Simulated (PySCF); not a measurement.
Predicted microwave data (PBE0-D3(BJ)/def2-SVP geometry optimisation, gas phase (PySCF 2.14.0)) for one isomer of C6H12OSi2:

| Quantity | Value |
| --- | --- |
| Rotational constants | A = 1695, B = 727.2, C = 588.3 MHz |
| Dipole components | \|μa\| = 0.88 D, \|μb\| = 1.34 D, \|μc\| = 0.03 D |
| Inertial defect | -133.99 u·Å² |
| κ | -0.75 |

Question: Which structure is it? (One computed conformer of each.)
A. `[CH:1]#[C:2][Si@:3]1([O:4][CH3:5])[CH2:6][CH2:7][CH2:8][SiH2:9]1` with C2–Si3–O4–C5 58°, C2–Si3–C6–C7 -91°, Si3–C6–C7–C8 -52°, C6–C7–C8–Si9 53°, C7–C8–Si9–Si3 -27°
B. `[CH3:1][C:2]#[C:3][Si@@H:4]1[O:5][SiH2:6][CH2:7][C@@H:8]1[CH3:9]` with C3–Si4–O5–Si6 -103°, Si4–O5–Si6–C7 5°, O5–Si6–C7–C8 -28°, Si6–C7–C8–C9 164°
C. `[CH3:1][C:2]#[C:3][Si@H:4]([O:5][SiH3:6])[CH:7]1[CH2:8][CH2:9]1` with C3–Si4–O5–Si6 -47°, C3–Si4–C7–C8 -33°
D. `[CH:1]#[C:2][SiH2:3][O:4][SiH2:5][CH:6]1[CH2:7][CH2:8][CH2:9]1` with C2–Si3–O4–Si5 38°, Si3–O4–Si5–C6 53°, O4–Si5–C6–C7 -170°, Si5–C6–C7–C8 138°, C6–C7–C8–C9 -17°, C7–C8–C9–C6 17°, Si5–C6–C9–C8 -139°
E. `[CH3:1][C:2]#[C:3][Si@@H:4]1[O:5][SiH2:6][CH2:7][C@H:8]1[CH3:9]` with C3–Si4–O5–Si6 -129°, Si4–O5–Si6–C7 -10°, O5–Si6–C7–C8 29°, Si6–C7–C8–C9 -164°
F. `[CH3:1][CH2:2][Si:3]1([OH:4])[CH:5]=[CH:6][SiH2:7][CH:8]=[CH:9]1` with C1–C2–Si3–O4 59°, C2–Si3–O4–H -178°

Answer: D. It is C#C[SiH2]O[SiH2]C1CCC1, an asymmetric top, point group C1. The candidates at the same level (rigid rotor, commonest isotopes):

| SMILES | A (MHz) | B (MHz) | C (MHz) | μa (D) | μb (D) | μc (D) | Δ (u·Å²) | point group | rotor |
| --- | --- | --- | --- | --- | --- | --- | --- | --- | --- |
| CC#C[Si@@H]1O[SiH2]C[C@@H]1C | 1655 | 739.3 | 625.0 | 1.49 | 1.53 | 1.39 | -180.32 | C1 | asymmetric top |
| CC#C[Si@@H]1O[SiH2]C[C@H]1C | 1857 | 666.6 | 538.9 | 1.21 | 1.57 | 1.11 | -92.44 | C1 | asymmetric top |
| C#C[Si@]1(OC)CCC[SiH2]1 | 1456 | 881.6 | 772.6 | 0.11 | 0.40 | 0.27 | -266.16 | C1 | asymmetric top |
| C#C[SiH2]O[SiH2]C1CCC1 | 1695 | 727.2 | 588.3 | 0.88 | 1.34 | 0.03 | -133.99 | C1 | asymmetric top |
| CC#C[Si@H](O[SiH3])C1CC1 | 1092 | 871.1 | 586.9 | 1.84 | 0.18 | 1.24 | -181.72 | C1 | asymmetric top |
| CC[Si]1(O)C=C[SiH2]C=C1 | 2034 | 752.8 | 684.3 | 0.48 | 0.01 | 0.29 | -181.29 | C1 | asymmetric top |

`CC#C[Si@@H]1O[SiH2]C[C@@H]1C` has C 6 % too high; `CC[Si]1(O)C=C[SiH2]C=C1` has A 20 % too high; `CC#C[Si@H](O[SiH3])C1CC1` has A 36 % too low; `C#C[Si@]1(OC)CCC[SiH2]1` has C 31 % too high; `CC#C[Si@@H]1O[SiH2]C[C@H]1C` has A 10 % too high. No structure here is proved a minimum.
